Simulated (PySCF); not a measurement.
Job for PySCF: R-B3LYP/6-311+G** on FH4NOSi (SMILES N[SiH](O)F), a point of a torsion scan.

```python
from pyscf import gto, scf, dft, mp
from pyscf.data.elements import chemcore

mol = gto.M(
    atom='''
    N     1.25123667   -0.34144722   -0.20212697
    Si   -0.26858762    0.41731147    0.05671326
    O    -1.45809873   -0.42963146   -0.62663360
    F    -0.10314261    1.83936735   -0.67565970
    H     2.08090772    0.21248254   -0.06715447
    H     1.40161855   -1.27245723    0.14914541
    H    -0.75184818    0.70813596    1.38856984
    H    -1.29947918   -1.02038227   -1.35793772
    ''',
    basis='6-311+g**',
    charge=0, spin=0, verbose=3, max_memory=1800)
mf = dft.RKS(mol, xc='b3lyp')
mf.conv_tol = 1e-8
mf.max_cycle = 100
mf.kernel()
if not mf.converged:
    mf = mf.newton().run(mf.mo_coeff, mf.mo_occ)
```

Program output:

```
converged SCF energy = -521.968795697292
```

The run converged.

Cost: about 12 core-seconds (a rough figure).
